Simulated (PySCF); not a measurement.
CHO₂, SMILES O=C[O-], charge -1. Atoms are numbered in the order given.

```xyz
4

O      0.0000     1.1310    -0.2084
C      0.0000     0.0000     0.3136
O      0.0000    -1.1310    -0.2084
H      0.0000     0.0000     1.4521
```
Charge -1, spin multiplicity 1.

The structure is a stationary point at PBE0-D3(BJ)/def2-TZVPD.

The numbers are results of PBE/pcSseg-2 in PySCF, not measurements.

GIAO shieldings, no solvent; atoms alike by connectivity are averaged. δ = σ(ref) − σ: ¹⁷O against H2O (σ = 327.5 ppm); ¹³C against TMS (σ = 181.4 ppm); ¹H against TMS (σ = 31.47 ppm), references at their B3LYP-D3(BJ)/def2-TZVP geometries, non-relativistic.

**Question.** Estimate the chemical shifts. (Estimate from the structure and the level; the computed values follow.)

**Answer.** 
```csv
nucleus,atoms,count,δ (ppm)
¹⁷O,"O1, O3",2,372.0
¹³C,C2,1,166.1
¹H,H4,1,10.34
```
